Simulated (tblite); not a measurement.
Method: GFN2-xTB as coded in tblite; computed harmonic values from a numerical Hessian at the method's own geometry, unscaled. This tight-binding method is rough: wavenumbers can miss measured ones by several per cent, in bad cases by 10 to 20. Modes of hydrogen on phosphorus can be 10 to 20 % off. One conformer each. Thermal functions are those of the rigid rotor and harmonic oscillator, without mixing of conformers.

**Question.** Order these by their heat capacity Cp at 500 K, highest first (J/(mol K)).
A. `CO[C@@H]1CCC[P@H]1=O`
B. `CC[C@@H](C)CC1CC1`
C. `CC(=O)[C@H]1CC[C@@H](Cl)CC1`
D. `C=C[C@@](C)(CCC)C(=O)Cl`
E. `CC(C)[C@@]1(C)C[C@@H]1C(=O)Cl`

**Answer.** D (281.9), E (279.4), C (270.4), B (260.4), A (228.1).

```json
{"SMILES": "C=C[C@@](C)(CCC)C(=O)Cl", "atoms": "23", "mass (u)": "160.07", "symmetry number": "1", "modes under 300 cm⁻¹": "10", "ZPE (kJ/mol)": "500.6", "S translation (J/(mol K))": "182.9", "S rotation": "133.3", "S vibration": "271.1", "S": "587.3", "Cp": "281.9"}
{"SMILES": "CC(C)[C@@]1(C)C[C@@H]1C(=O)Cl", "atoms": "23", "mass (u)": "160.07", "symmetry number": "1", "modes under 300 cm⁻¹": "9", "ZPE (kJ/mol)": "504.4", "S translation (J/(mol K))": "182.9", "S rotation": "133.7", "S vibration": "250.9", "S": "567.4", "Cp": "279.4"}
{"SMILES": "CC(=O)[C@H]1CC[C@@H](Cl)CC1", "atoms": "23", "mass (u)": "160.07", "symmetry number": "1", "modes under 300 cm⁻¹": "7", "ZPE (kJ/mol)": "510.8", "S translation (J/(mol K))": "182.9", "S rotation": "133.1", "S vibration": "222.1", "S": "538.1", "Cp": "270.4"}
{"SMILES": "CC[C@@H](C)CC1CC1", "atoms": "24", "mass (u)": "112.13", "symmetry number": "1", "modes under 300 cm⁻¹": "7", "ZPE (kJ/mol)": "579.8", "S translation (J/(mol K))": "178.5", "S rotation": "127.6", "S vibration": "211.9", "S": "517.9", "Cp": "260.4"}
{"SMILES": "CO[C@@H]1CCC[P@H]1=O", "atoms": "19", "mass (u)": "134.05", "symmetry number": "1", "modes under 300 cm⁻¹": "6", "ZPE (kJ/mol)": "407.1", "S translation (J/(mol K))": "180.7", "S rotation": "126.7", "S vibration": "173.0", "S": "480.4", "Cp": "228.1"}
```

Entropies and Cp are for 500 K and 1 bar.
